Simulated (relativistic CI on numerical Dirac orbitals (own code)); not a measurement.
## The 2-electron sequence from Mo40+ to Pm59+

These numbers are calculated, not measured: Dirac-Coulomb-Breit CI, separate exchange-only KLI orbitals for each configuration, a model potential for QED, unscaled Slater integrals (own radial code, finite nucleus).

CI space: 1s2, 1s 2s, 1s 2p, 1s 3s, 1s 3p, 1s 3d. Levels of other configurations are missing.

Energies above each ion's lowest level, in eV. Levels are followed by their leading LS label, which can pass from one level to another where the coupling changes.

| Ion | 1s2 1S_0 | 1s 2s 3S_1 | 1s 2p 3P°_0 | 1s 2p 3P°_1 | 1s 2s 1S_0 |
| --- | --- | --- | --- | --- | --- |
| Mo40+ | 0 | 17848 | 17904 | 17905 | 17907 |
| Tc41+ | 0 | 18740 | 18798 | 18799 | 18801 |
| Ru42+ | 0 | 19655 | 19715 | 19716 | 19718 |
| Rh43+ | 0 | 20594 | 20656 | 20656 | 20659 |
| Pd44+ | 0 | 21556 | 21620 | 21620 | 21623 |
| Ag45+ | 0 | 22542 | 22608 | 22608 | 22611 |
| Cd46+ | 0 | 23552 | 23621 | 23619 | 23624 |
| In47+ | ? | ? | ? | ? | ? |
| Sn48+ | 0 | 25645 | 25718 | 25716 | 25721 |
| Sb49+ | 0 | 26728 | 26804 | 26800 | 26806 |
| Te50+ | 0 | 27836 | 27914 | 27910 | 27917 |
| I51+ | 0 | 28969 | 29050 | 29045 | 29052 |
| Xe52+ | 0 | 30127 | 30210 | 30204 | 30212 |
| Cs53+ | 0 | 31310 | 31396 | 31389 | 31398 |
| Ba54+ | 0 | 32519 | 32608 | 32600 | 32610 |
| La55+ | 0 | 33754 | 33846 | 33837 | 33848 |
| Ce56+ | 0 | 35015 | 35110 | 35100 | 35112 |
| Pr57+ | 0 | 36303 | 36401 | 36389 | 36402 |
| Nd58+ | 0 | 37617 | 37718 | 37705 | 37719 |
| Pm59+ | 0 | 38958 | 39062 | 39048 | 39063 |

Fill in the row of In47+.

1s2 1S_0 0, 1s 2s 3S_1 24587, 1s 2p 3P°_0 24657, 1s 2p 3P°_1 24655, 1s 2s 1S_0 24660 (eV).

The lowest level keeps the configuration 1s2 and J = 0 throughout.

Between Z = 58 and 61 the energy of 1s 2s 3S_1 follows a local power law Z^2.1. For orientation: electrostatic splittings inside a shell grow about linearly with the screened charge, excitations that change n as its square, and fine structure as its fourth power; written in Z itself the exponents are larger, since the screened charge grows faster in proportion.
